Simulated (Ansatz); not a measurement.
Z-matrix (Å, degrees):
```
C
Si 1 1.874
H 1 1.092 2 110.5
H 1 1.092 2 110.5 3 120.3
H 1 1.091 2 110.4 3 -119.8
Si 2 2.328 1 122.8 3 156.6
Si 2 2.328 1 122.9 3 83.3
H 2 1.487 1 114.0 3 -60.1
H 6 1.486 2 118.4 1 -7.4
H 6 1.485 2 120.1 1 137.4
H 7 1.485 2 120.1 1 -137.4
H 7 1.486 2 118.4 1 7.3
```

The species carries charge 0 and has multiplicity 1.

Question: List the ωB97M-V/def2-TZVPP orbital energies in eV (Ansatz). (Best estimate.)

Answer: Computed: Occupied: -1806.77, -1806.66, -1806.66, -281.34, -147.87, -147.78, -147.78, -101.99, -101.98, -101.96, -101.90, -101.88, -101.88, -101.88, -101.87, -101.87, -22.57, -19.15, -16.19, -15.78, -14.19, -14.11, -12.70, -12.08, -11.86, -11.61, -8.61, -8.61. Lowest empty: 0.85, 1.79, 1.91, 2.16, 2.26, 2.76, 3.87, 3.90.
